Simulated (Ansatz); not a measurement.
CH5GaOS (`C[O][GaH][SH]`), relaxed with RKS PBE0-D4/def2-TZVP in Ansatz 0.2.0 from a GFN2-xTB geometry. The force threshold is 0.005 eV/Å; the program also tests the step.

The species carries charge 0 and has multiplicity 1.

Start:

```xyz
9

C    -0.411    0.928   -1.230
O     0.103   -0.118   -0.431
Ga    0.637   -1.296    0.685
S     0.277   -0.920    2.847
H     0.294    1.762   -1.248
H    -0.560    0.565   -2.249
H    -1.367    1.277   -0.833
H     1.316   -2.441   -0.075
H    -0.288    0.243    2.533
```

Problem. How much energy does the relaxation release, and in how many steps? (Best estimate.)

Solution. The calculation gave: 40.01 kJ/mol, in 24 steps.

Problem. Which bonds change most? (Estimate.)

Solution. The calculation gave: O2–Ga3 from 1.709 to 1.780 Å; Ga3–S4 from 2.223 to 2.200 Å; Ga3–H8 from 1.533 to 1.547 Å; S4–H9 from 1.330 to 1.344 Å.

Problem. Give the relaxed structure. (Best estimate.)

Solution. The calculation gave: 
```xyz
9

C    -0.428    0.804   -0.989
O     0.212   -0.444   -1.006
Ga    0.695   -1.343    0.453
S     0.260   -0.433    2.408
H     0.181    1.580   -0.506
H    -0.605    1.117   -2.022
H    -1.400    0.769   -0.480
H     1.394   -2.711    0.271
H    -0.309    0.660    1.872
```
